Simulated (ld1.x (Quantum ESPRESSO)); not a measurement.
**Transferability test, ultrasoft potential for copper (Cu)**

ld1.x (Quantum ESPRESSO) 7.5 input, shortened:

```
&input
   title='Cu', zed=29., rel=1, dft='PZ', iswitch=3,
   config='[Ar] 3d9 4s2 4p0'
 /
 &inputp
   pseudotype=3, tm=.true., lloc=-1, rcloc=2.25,
   nlcc=.false.,
   which_augfun='PSQ', rmatch_augfun_nc=.true.
 /
6
4S  1  0   2.00   0.00  1.75  2.40  0.0
4S  1  0   0.00   0.10  1.75  2.40  0.0
4P  2  1   0.00   0.00  1.66  1.76  0.0
4P  2  1   0.00   0.45  1.66  1.76  0.0
3D  3  2   9.00   0.00  1.45  1.55  0.0
3D  3  2   0.00   0.35  1.45  1.55  0.0
 &test
   configts(1)='3d9 4s2 4p0'
 /
```

Energies are relative to the spin-unpolarised reference configuration 3d9 4s2 4p0; without spin polarisation the order of configurations can differ from experiment. Spin-polarised rows fill each open shell by Hund’s rule, majority spin first. Not all tests gave a result: 1 of 9 tests not solved or not reliable. Left out of the table: 3d10 4s0 4p1 (solver errors, printed error -1340 eV).

**Question.** Give the all-electron excitation energy and the error of the potential for: 3d10 4s1 4p0; 3d10 4s0 4p0; 3d9 4s0 4p0; 3d7 4s0 4p0; 3d10 4s0.5 4p0; 3d9 4s1 4p0; 3d9 4s2 4p0 (spin-polarised); 3d10 4s1 4p0 (spin-polarised).

**Answer.**

```
        valence configuration  charge  ΔE all-electron (eV)  error AE − PS (meV)
                 3d10 4s1 4p0       0                -2.003                 -111
                 3d10 4s0 4p0      +1                 6.431                 -204
                  3d9 4s0 4p0      +2                28.118                 -2.8
                  3d7 4s0 4p0      +4               127.513                -1183
               3d10 4s0.5 4p0    +0.5                 1.299                 -150
                  3d9 4s1 4p0      +1                 9.898                 -2.1
 3d9 4s2 4p0 (spin-polarised)       0                -0.235                 +189
3d10 4s1 4p0 (spin-polarised)       0                -2.187                 -108
```

Note: ghost state, extra bound levels that the all-electron valence spectrum of the same l lacks: p at -49.5 eV. A true bound ghost makes a file unfit for plane-wave use.
